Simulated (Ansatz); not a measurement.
**Relaxing a trial structure of CH5BBe**

The starting geometry of this gas-phase singlet was optimised with GFN2-xTB; its bonds are those of `[BeH][BH]C`.

```yaml
atoms:
  - { symbol: C, position_ang: [-1.0019, -0.8106, -0.3428] }
  - { symbol: B, position_ang: [-0.3434, 0.2174, 0.6792] }
  - { symbol: Be, position_ang: [1.1408, -0.6775, 1.2224] }
  - { symbol: H, position_ang: [-1.0130, 1.1884, 0.7745] }
  - { symbol: H, position_ang: [2.0596, -1.5839, 1.3913] }
  - { symbol: H, position_ang: [-0.4336, -1.7209, -0.5411] }
  - { symbol: H, position_ang: [-1.1983, -0.3366, -1.3063] }
  - { symbol: H, position_ang: [-1.9783, -1.1217, 0.0350] }
```

Q: Predict what becomes of its bonds when it is optimised with BLYP-D3(BJ)/def2-SVP.

A: It keeps its bonds, and is `[BeH][BH]C`.

The energy falls by 0.29 eV over 15 steps:

| step | E − E(last) (eV) |
| --- | --- |
| 1 | 0.289 |
| 3 | 0.078 |
| 4 | 0.072 |
| 6 | 0.008 |
| 7 | 0.005 |
| 9 | 0.004 |
| 10 | 0.002 |
| 12 | 0.001 |
| 13 | 0.000 |
| 15 | 0.000 |

Final geometry (Å):

```xyz
8

C    -1.1580   -0.8113   -0.5354
B    -0.2300   -0.0523    0.4823
Be    1.2735   -0.7600    1.3707
H    -0.6006    1.0862    0.7504
H     2.3488   -1.2440    2.0109
H    -0.7518   -1.7206   -1.0210
H    -1.6691   -0.1744   -1.2879
H    -1.9810   -1.1689    0.1422
```

Frequencies at the end are all real (lowest 151 cm⁻¹). Run with Ansatz 0.2.0, 41 s on 1 thread of AMD EPYC (Zen 3), with other jobs on the host.
